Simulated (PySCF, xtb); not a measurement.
3-ethenoxyprop-1-ene (C5H8O), SMILES C=CCOC=C. Other conformers were not sampled.

Harmonic wavenumbers (cm⁻¹) from GFN2-xTB (xtb) at its own minimum, in rising order: 32, 88, 127, 149, 309, 473, 552, 559, 663, 818, 897, 915, 965, 980, 999, 1023, 1025, 1141, 1185, 1213, 1283, 1308, 1342, 1380, 1394, 1459, 1703, 1721, 2816, 2856, 3003, 3060, 3115, 3135, 3148, 3172.

Problem. What does PBE-D3(BJ)/def2-SVP run with PySCF give at its own minimum? (The exact figures need the calculation; the answer reports its results.)

Solution. 30, 81, 154, 184, 315, 480, 543, 582, 678, 792, 881, 904, 934, 936, 983, 991, 1008, 1134, 1206, 1217, 1260, 1289, 1338, 1364, 1376, 1419, 1681, 1682, 2887, 2919, 3052, 3083, 3095, 3105, 3191, 3212. Paired by order, the mean absolute difference is 24 cm⁻¹ and the zero-point energies are 71.5 and 71.5 kcal/mol.
